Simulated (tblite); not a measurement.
Compound: C3H12BOP.
Bonds: C1–O2, O2–C3, C3–C4, C4–B5, B5–P6. Hydrogens: H7, H8, H9 on C1; H10, H11 on C3; H12, H13 on C4; H14, H15 on B5; H16, H17, H18 on P6.

Computed with GFN2-xTB (tblite), gas phase: L-BFGS steps from a force-field or distance-geometry start until the largest atomic force falls under 0.01 eV/Å.

Step 78: E = -553.6178 eV
```
atom  x, y, z in Å  |  force x, y, z in eV/Å
C1      1.9677    1.1347   -0.2316    0.116  -0.013  -0.010
O2      0.8219    0.3632    0.0063    0.028   0.011  -0.026
C3      0.8264   -0.9180   -0.6114    0.018   0.039  -0.015
C4     -0.3730   -1.6927   -0.0814   -0.070   0.040   0.004
B5     -1.7153   -0.7567    0.0837   -0.104   0.016  -0.050
P6     -1.3509    1.0801   -0.4282   -0.053  -0.029   0.071
H7      2.8423    0.6926    0.2601   -0.024   0.007   0.004
H8      1.7856    2.1251    0.1810   -0.009   0.027   0.049
H9      2.1831    1.2302   -1.3012   -0.025  -0.014  -0.078
H10     0.7584   -0.7889   -1.7055   -0.014   0.004   0.040
H11     1.7763   -1.4228   -0.3896    0.003  -0.003   0.015
H12    -0.1011   -2.1358    0.8766    0.007   0.005   0.006
H13    -0.5631   -2.5169   -0.7681    0.040  -0.054   0.028
H14    -2.6333   -1.0851   -0.6092    0.064   0.037  -0.021
H15    -2.0677   -0.5979    1.2192   -0.002  -0.031  -0.045
H16    -2.5639    1.7403   -0.6807    0.031  -0.001   0.025
H17    -0.7209    1.5455   -1.5730   -0.026  -0.038   0.041
H18    -0.8812    2.0093    0.4767    0.019  -0.005  -0.039
```

Step 79: E = -553.6200 eV
```
atom  x, y, z in Å  |  force x, y, z in eV/Å
C1      1.9675    1.1366   -0.2409    0.078  -0.019  -0.011
O2      0.8285    0.3582    0.0138    0.003   0.044  -0.040
C3      0.8257   -0.9212   -0.6090    0.023   0.039   0.004
C4     -0.3755   -1.6942   -0.0768   -0.030   0.053  -0.011
B5     -1.7193   -0.7591    0.0721   -0.073   0.019  -0.050
P6     -1.3435    1.0794   -0.4243   -0.108  -0.058   0.074
H7      2.8450    0.7103    0.2573    0.010  -0.010   0.001
H8      1.7806    2.1334    0.1556   -0.024   0.005   0.043
H9      2.1779    1.2159   -1.3131   -0.022  -0.019  -0.063
H10     0.7597   -0.7854   -1.7028   -0.034  -0.017   0.052
H11     1.7731   -1.4306   -0.3885    0.018  -0.011   0.009
H12    -0.1047   -2.1238    0.8882    0.000   0.003  -0.018
H13    -0.5601   -2.5278   -0.7551    0.051  -0.032   0.043
H14    -2.6287   -1.0831   -0.6316    0.049   0.027  -0.036
H15    -2.0833   -0.6018    1.2038   -0.010  -0.024  -0.038
H16    -2.5579    1.7402   -0.6704    0.040   0.003   0.016
H17    -0.7082    1.5691   -1.5554   -0.018  -0.042   0.030
H18    -0.8854    1.9902    0.5006    0.047   0.040  -0.005
```

Step 80: E = -553.6220 eV
```
atom  x, y, z in Å  |  force x, y, z in eV/Å
C1      1.9670    1.1384   -0.2498    0.051  -0.029  -0.001
O2      0.8326    0.3553    0.0154   -0.008   0.035  -0.041
C3      0.8255   -0.9244   -0.6078    0.020   0.028   0.016
C4     -0.3783   -1.6952   -0.0735    0.020   0.042  -0.013
B5     -1.7228   -0.7602    0.0618   -0.015   0.021  -0.033
P6     -1.3362    1.0794   -0.4179   -0.131  -0.078   0.072
H7      2.8460    0.7258    0.2575    0.013  -0.017  -0.033
H8      1.7724    2.1383    0.1366   -0.024   0.002   0.023
H9      2.1732    1.2049   -1.3245   -0.004  -0.016  -0.019
H10     0.7617   -0.7871   -1.7016   -0.047  -0.027   0.055
H11     1.7709   -1.4373   -0.3864    0.019  -0.007   0.006
H12    -0.1070   -2.1131    0.8974   -0.014   0.009  -0.039
H13    -0.5586   -2.5385   -0.7425    0.062   0.004   0.054
H14    -2.6225   -1.0781   -0.6530    0.014   0.012  -0.059
H15    -2.0953   -0.6065    1.1904   -0.031  -0.021  -0.026
H16    -2.5510    1.7383   -0.6592    0.016   0.022   0.007
H17    -0.6989    1.5870   -1.5388   -0.007  -0.041   0.009
H18    -0.8872    1.9792    0.5194    0.067   0.062   0.022
```

**Question.** Estimate the geometry and energy of step 81. (The exact step hangs on the optimiser's Hessian estimate; all steps are aligned on step 80, rigid shifts and turns removed.)

**Answer.** E = -553.6239 eV, largest force 0.125 eV/Å
```
atom  x, y, z in Å  |  force x, y, z in eV/Å
C1      1.9692    1.1390   -0.2564   -0.024  -0.010  -0.004
O2      0.8377    0.3534    0.0185   -0.016   0.036  -0.033
C3      0.8254   -0.9258   -0.6059    0.015   0.010   0.033
C4     -0.3808   -1.6943   -0.0707    0.066   0.024  -0.015
B5     -1.7262   -0.7605    0.0527    0.043   0.007  -0.008
P6     -1.3336    1.0779   -0.4118   -0.098  -0.053   0.056
H7      2.8488    0.7376    0.2555    0.050  -0.044  -0.041
H8      1.7692    2.1411    0.1235   -0.021  -0.005   0.003
H9      2.1690    1.1966   -1.3334    0.015  -0.013   0.011
H10     0.7613   -0.7856   -1.6984   -0.052  -0.036   0.032
H11     1.7688   -1.4431   -0.3853    0.018  -0.002   0.002
H12    -0.1099   -2.1046    0.9039   -0.020   0.018  -0.031
H13    -0.5561   -2.5461   -0.7309    0.064   0.029   0.043
H14    -2.6162   -1.0734   -0.6721   -0.028  -0.004  -0.083
H15    -2.1055   -0.6114    1.1787   -0.057  -0.019  -0.009
H16    -2.5471    1.7357   -0.6489   -0.021   0.043  -0.003
H17    -0.6948    1.5975   -1.5265   -0.008  -0.050   0.002
H18    -0.8878    1.9721    0.5310    0.076   0.068   0.045
```

The energy changes by -0.0020 eV. The first-order estimate −F·Δx gives -0.0027 eV and the mean of the old and new forces, exact on a quadratic surface, -0.0019 eV. The step makes an angle of 79° with the force vector and moves no atom by more than 0.021 Å.

What follows is the cost of the whole relaxation. Hardware: one thread of an Arm Neoverse N1, shared host with 64 logical CPUs at a one-minute load of 61. Cost: 1.5 s.
